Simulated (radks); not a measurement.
Problem. Ge3+, configuration [Ar] 3d9.5 4s1 4p0.5 (fractional occupations, a model configuration). Method: scalar-relativistic Kohn-Sham, LDA (Slater exchange, Perdew-Wang correlation), spin-polarised, spherical densities, finite nucleus; open shells are filled with parallel spins first; Fermi nuclear charge, rms radius 4.0742 fm; computed with a radial shooting solver on a logarithmic mesh with Libxc functionals. Some entries of the table are withheld. Estimate them.

orbital,occ.,eigenvalue (eV),<1/r> (bohr^-1)
1s up,1,-10982.16,32.33
1s down,1,-10982.01,32.33
2s up,1,-1410.740,7.093
2s down,1,-1410.241,7.095
2p up,3,-1239.330,6.962
2p down,3,-1238.913,6.963
3s up,1,-208.0902,2.291
3s down,1,-207.2504,2.290
3p up,3,-155.6149,(1)
3p down,3,-154.7537,(2)
3d up,5,-69.3285,1.820
3d down,4.5,-68.3344,1.826
4s up,1,(3),0.7326
4s down,0,(4),0.7328
4p up,0.5,-32.7980,0.6317
4p down,0,-30.5939,0.6236

Solution. 
(1) 3p up <1/r> (bohr^-1): 2.142
(2) 3p down <1/r> (bohr^-1): 2.143
(3) 4s up eigenvalue (eV): -43.6652
(4) 4s down eigenvalue (eV): -41.3740
